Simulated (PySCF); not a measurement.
# Radial density of Ni (nickel, neutral)

UHF, [Ar] 3d8 4s1 4p1, one real determinant (an excited configuration). Computed with PySCF 2.14 in STO-3G (4s3p1d, 18 functions), with no relativity, point nucleus.

```
r (bohr)  4πr²ρ (e/bohr)  4πr²(ρα − ρβ)
0.000821         0.08294         0.0000
 0.00138          0.2341         0.0001
 0.00232          0.6583         0.0002
 0.00391           1.830         0.0005
 0.00657           4.928         0.0014
  0.0111           12.18         0.0033
  0.0186           24.30         0.0062
  0.0313           32.43         0.0070
  0.0526           30.48         0.0069
  0.0885           25.61         0.0197
   0.149           36.23         0.0573
   0.250           29.51         0.2682
   0.421           15.43         1.6344
   0.708           23.65         2.8260
    1.19           6.856         0.9662
    2.00          0.9098         0.7589
    3.37          0.6283         0.6136
    5.67         0.02633         0.0257
```

⟨L²⟩ = 14.00 against 20 for a pure G term, so this real determinant mixes terms. At UHF the highest occupied level has a positive energy, so only the finite basis holds that electron; for this excited configuration the basis is too tight for the outer shell.
